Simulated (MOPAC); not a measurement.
MOPAC input (PM6):

```
PM6 1SCF GEO-OK AUX(PRECISION=9) THREADS=1
Br2Se

Se    0.02554200 1   -0.01119200 1    0.97920600 1
Br    0.80545400 1   -1.62795800 1   -0.51561600 1
Br   -0.83026600 1    1.63883000 1   -0.43561300 1
```

From the output:

```
                                                       MOPAC v23.2.5 Linux

          FINAL HEAT OF FORMATION =         -2.77921 KCAL/MOL =     -11.62820 KJ/MOL

          COSMO AREA              =        119.03 SQUARE ANGSTROMS
          COSMO VOLUME            =        108.11 CUBIC ANGSTROMS

          IONIZATION POTENTIAL    =          9.117400 EV
          HOMO LUMO ENERGIES (EV) =         -9.117 -3.083
          NO. OF FILLED LEVELS    =         10
          MOLECULAR WEIGHT        =        238.7680         POINT GROUP:  C2v

          MOLECULAR DIMENSIONS (Angstroms)

            Atom       Atom       Distance
           Br     3   Br     2     3.65430
           Se     1   Br     2     1.45541
           Se     1   Br     3     0.00000

          SCF CALCULATIONS        =          1

   ATOM   CHEMICAL          X               Y               Z
  NUMBER   SYMBOL      (ANGSTROMS)     (ANGSTROMS)     (ANGSTROMS)

     1      Se          0.02554200  *  -0.01119200  *   0.97920600  *
     2      Br          0.80545400  *  -1.62795800  *  -0.51561600  *
     3      Br         -0.83026600  *   1.63883000  *  -0.43561300  *

                             CARTESIAN COORDINATES

   1   Se        0.025542000    -0.011192000     0.979206000
   2   Br        0.805454000    -1.627958000    -0.515616000
   3   Br       -0.830266000     1.638830000    -0.435613000

           Empirical Formula: Se Br2  =     3 atoms

      MOLECULAR POINT GROUP   :   C2v

                  EIGENVALUES
 -26.96694 -26.90967 -22.16264 -14.84635 -14.23545 -12.88254 -11.48098 -11.47262
 -11.07332  -9.11740  -3.08283  -2.20723 111.30304 111.47040 111.72356 112.93420
 112.96350 113.40436 113.47530 114.23234 114.40752 114.58668

              NET ATOMIC CHARGES AND DIPOLE CONTRIBUTIONS

  ATOM NO.   TYPE          CHARGE      No. of ELECS.   s-Pop       p-Pop       d-Pop
    1         Se           0.250432        5.7496     1.99423     3.75534
    2         Br          -0.125216        7.1252     1.99141     5.13006     0.00374
    3         Br          -0.125216        7.1252     1.99141     5.13006     0.00374
 DIPOLE           X         Y         Z       TOTAL
 POINT-CHG.     0.046    -0.020     1.750     1.751
 HYBRID        -0.016     0.007    -0.611     0.611
 SUM            0.030    -0.013     1.139     1.140

          ATOMIC ORBITAL ELECTRON POPULATIONS

     Atom    s        px        py        pz      x^2-y^2     xz        z^2       yz        xy
    1 Se   1.99423   1.78320   1.14627   0.82587
    2 Br   1.99141   1.89524   1.55659   1.67823   0.00082   0.00061   0.00071   0.00079   0.00082
    3 Br   1.99141   1.87821   1.54169   1.71017   0.00088   0.00056   0.00068   0.00077   0.00086

 **********************
 *                    *
 * JOB ENDED NORMALLY *
 *                    *
 **********************

 == MOPAC DONE ==
```

The geometry given is a B3LYP-D3(BJ)/def2-TZVP minimum.
